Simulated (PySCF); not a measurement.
Identify the unknown among the candidates.

All candidates are C9H12O2.

| technique | computed result |
| --- | --- |
| Rotational structure | rotational constants A, B, C: 2.158, 0.708, 0.559 GHz [GFN2-xTB] |
| 13C NMR | chemical shifts (computed TMS as zero) by class: 175.2 (1 C), 154.2 (1 C), 139.4 (1 C), 137.3 (1 C), 129.9 (1 C), 84.0 (1 C), 34.5 (1 C), 24.3 (1 C), 14.5 (1 C) ppm [GIAO PBE0/pcSseg-1] |
| NMR, other nuclei | isotropic shieldings of nuclei other than C and H, by class: -78 (1 O), 98 (1 O) ppm [GIAO PBE0/pcSseg-1] |
| 1H NMR | chemical shifts (computed TMS as zero) by class: 7.44 (1 H), 7.07 (1 H), 5.81 (1 H), 4.69 (1 H), 2.04 (3 H), 1.67 (1 H), 1.37 (3 H), 1.21 (1 H) ppm [GIAO PBE0/pcSseg-1] |
| Dipole | 4.79 D [PBE0/pcSseg-1] |

Electronic properties: PySCF, gas phase, density fitting. Levels stand in brackets. Geometry: GFN2-xTB, one conformer, isolated molecule. NMR values are class means; diastereotopic atoms form classes of their own.

Question: Which candidate is it?
A. `C=C(C)C1=C[C@H](CC)OC1=O`
B. `CCOc1ccc(OC)cc1`
C. `C=C[C@@H]1CC(=O)[C@@H](C)CC1=O`
D. `CO[C@]12C=C[C@H](C=C1)[C@@H]2CO`
E. `COCCOc1ccccc1`

Answer: A. It is `C=C(C)C1=C[C@H](CC)OC1=O`. Numbering: `[CH2:1]=[C:2]([CH3:3])[C:4]1=[CH:5][C@H:6]([CH2:7][CH3:8])[O:9][C:10]1=[O:11]`. Its formula, C9H12O2, gives 4 degrees of unsaturation: 1 ring and 3 π bonds in the structure found. 9 carbons fall into 9 classes; from least to most shielded: ester carbonyl carbon [C10] (175.2 ppm), alkene CH carbon [C5] (154.2 ppm), fully substituted alkene carbon [C2] (139.4 ppm), fully substituted alkene carbon [C4] (137.3 ppm), terminal =CH2 carbon [C1] (129.9 ppm), ring sp3 carbon bound to oxygen [C6] (84.0 ppm), chain CH2 carbon [C7] (34.5 ppm), allylic carbon [C3] (24.3 ppm), methyl carbon [C8] (14.5 ppm). Hydrogen classes from least to most shielded: 1 H on a terminal =CH2 carbon, C1 (7.44 ppm), 1 H on an alkene CH carbon, C5 (7.07 ppm), 1 H on a terminal =CH2 carbon, C1 (5.81 ppm), 1 H on an sp3 carbon bound to oxygen, C6 (4.69 ppm), 3 H on an allylic carbon, C3 (2.04 ppm), 1 H on a chain CH2 carbon, C7 (1.67 ppm), 3 H on a methyl carbon, C8 (1.37 ppm, a mean of values up to 0.8 ppm apart in this geometry), 1 H on a chain CH2 carbon, C7 (1.21 ppm). The other shieldings belong to: -78 ppm, ester carbonyl oxygen [O11]; 98 ppm, ester single-bonded oxygen [O9]. The optimised geometry has point group C1 and is an asymmetric top.

The others, at the same levels:
- `CO[C@]12C=C[C@H](C=C1)[C@@H]2CO` fails: its computed 13C shifts are 155.0 (1 C), 154.7 (1 C), 152.3 (1 C), 150.9 (1 C), 105.7 (1 C), 91.8 (1 C), 69.3 (1 C), 55.9 (1 C), 52.6 (1 C) ppm, 1H shifts are 7.39 (1 H), 7.22 (1 H), 6.96 (1 H), 6.87 (1 H), 4.33 (1 H), 3.76 (1 H), 3.72 (3 H), 3.55 (1 H), 2.91 (1 H), 1.75 (1 H) ppm and rotational constant A is 1.605 GHz (against 2.158 GHz).
- `COCCOc1ccccc1` fails: it has 7 carbon classes against 9; its computed 13C shifts are 165.9 (1 C), 134.9 (2 C), 125.5 (1 C), 118.4 (2 C), 76.0 (1 C), 68.1 (1 C), 62.0 (1 C) ppm, 1H shifts are 7.59 (2 H), 7.20 (1 H), 7.07 (2 H), 4.03 (2 H), 3.83 (2 H), 3.67 (3 H) ppm and rotational constant A is 4.485 GHz (against 2.158 GHz).
- `C=C[C@@H]1CC(=O)[C@@H](C)CC1=O` fails: its computed 13C shifts are 217.6 (1 C), 212.9 (1 C), 141.7 (1 C), 128.5 (1 C), 55.6 (1 C), 48.0 (1 C), 45.2 (1 C), 41.8 (1 C), 18.6 (1 C) ppm, 1H shifts are 5.85 (1 H), 5.60 (1 H), 5.55 (1 H), 3.21 (1 H), 2.88 (1 H), 2.73 (1 H), 2.55 (1 H), 2.51 (1 H), 2.31 (1 H), 1.29 (3 H) ppm and rotational constant A is 1.668 GHz (against 2.158 GHz).
- `CCOc1ccc(OC)cc1` fails: it has 7 carbon classes against 9; its computed 13C shifts are 159.9 (1 C), 157.6 (1 C), 119.6 (2 C), 118.4 (2 C), 64.0 (1 C), 55.7 (1 C), 14.5 (1 C) ppm, 1H shifts are 6.99 (2 H), 6.97 (2 H), 4.37 (2 H), 3.86 (3 H), 1.27 (3 H) ppm and rotational constant A is 3.441 GHz (against 2.158 GHz).

Each candidate is one conformer, not necessarily the lowest. The conformers computed, where there is a choice (atom-mapped SMILES and torsion angles):
- `[CH2:1]=[C:2]([CH3:3])[C:4]1=[CH:5][C@H:6]([CH2:7][CH3:8])[O:9][C:10]1=[O:11]`: C1–C2–C4–C5 -178°, C5–C6–C7–C8 178°
- `[CH3:1][O:2][CH2:3][CH2:4][O:5][c:6]1[cH:7][cH:8][cH:9][cH:10][cH:11]1`: C1–O2–C3–C4 180°, O2–C3–C4–O5 180°, C3–C4–O5–C6 180°, C4–O5–C6–C7 0°
- `[CH3:1][CH2:2][O:3][c:4]1[cH:5][cH:6][c:7]([O:8][CH3:9])[cH:10][cH:11]1`: C1–C2–O3–C4 73°, C2–O3–C4–C5 -172°, C6–C7–O8–C9 -1°

The conformers of `CO[C@]12C=C[C@H](C=C1)[C@@H]2CO` and `C=C[C@@H]1CC(=O)[C@@H](C)CC1=O` aren't listed.
